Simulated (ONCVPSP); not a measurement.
**Reading a pseudo-wave (lead)**

Columns: radius, all-electron u(r) and pseudo u(r) of the 5p shell (level -85.84 eV) of lead in the configuration [Kr] 4d10 4f14 5s2 5p6 5d10 6s2 6p2; PBE, scalar-relativistic, ONCV scheme, ONCVPSP 4.0.1.

```json
{"r (bohr)": "0.080", "all-electron": "0.1371", "pseudo": "0.0171"}
{"r (bohr)": "0.160", "all-electron": "0.3308", "pseudo": "0.0688"}
{"r (bohr)": "0.240", "all-electron": "-0.3435", "pseudo": "0.1556"}
{"r (bohr)": "0.320", "all-electron": "-0.6573", "pseudo": "0.2766"}
{"r (bohr)": "0.400", "all-electron": "-0.4667", "pseudo": "0.4265"}
{"r (bohr)": "0.480", "all-electron": "-0.0326", "pseudo": "0.5945"}
{"r (bohr)": "0.560", "all-electron": "0.4228", "pseudo": "0.7655"}
{"r (bohr)": "0.640", "all-electron": "0.7884", "pseudo": "0.9214"}
{"r (bohr)": "0.720", "all-electron": "1.0323", "pseudo": "1.0456"}
{"r (bohr)": "0.800", "all-electron": "1.1621", "pseudo": "1.1259"}
{"r (bohr)": "0.880", "all-electron": "1.2004", "pseudo": "1.1568"}
{"r (bohr)": "0.960", "all-electron": "1.1735", "pseudo": "1.1408"}
{"r (bohr)": "1.040", "all-electron": "1.1042", "pseudo": "1.0857"}
{"r (bohr)": "1.120", "all-electron": "1.0109", "pseudo": "1.0028"}
{"r (bohr)": "1.200", "all-electron": "0.9066", "pseudo": "0.9041"}
{"r (bohr)": "1.280", "all-electron": "0.8005", "pseudo": "0.8000"}
{"r (bohr)": "1.360", "all-electron": "0.6982", "pseudo": "0.6980"}
{"r (bohr)": "1.440", "all-electron": "0.6032", "pseudo": "0.6030"}
{"r (bohr)": "1.520", "all-electron": "0.5170", "pseudo": "0.5169"}
{"r (bohr)": "1.600", "all-electron": "0.4405", "pseudo": "0.4403"}
{"r (bohr)": "1.680", "all-electron": "0.3732", "pseudo": "0.3731"}
{"r (bohr)": "1.760", "all-electron": "0.3150", "pseudo": "0.3149"}
{"r (bohr)": "1.840", "all-electron": "0.2648", "pseudo": "0.2648"}
{"r (bohr)": "1.920", "all-electron": "0.2220", "pseudo": "0.2220"}
{"r (bohr)": "2.000", "all-electron": "0.1856", "pseudo": "0.1856"}
{"r (bohr)": "2.080", "all-electron": "0.1549", "pseudo": "0.1549"}
```

(1) How many radial nodes do the two functions have?

(2) At about which radius was the pseudo-wave matched?

(3) Where does each function peak?

(4) Is the pseudo-wave norm-conserving?

Answers

(1) The all-electron 5p function has n − l − 1 = 3 (the table is too coarse to show those close to the nucleus); the pseudo-wave has 0, since the states of the same l below it are removed with the core.

(2) 1.40 bohr. The columns agree to 0.0005 from 1.28 bohr on; several derivatives are matched, so the curves merge somewhat inside the radius.

(3) Outermost all-electron maximum near 0.88 bohr, pseudo maximum near 0.88 bohr (to the table’s step).

(4) Yes: the ONCV scheme keeps the norm inside the radius equal to the all-electron one, which fixes the energy derivative of the logarithmic derivative at the level.
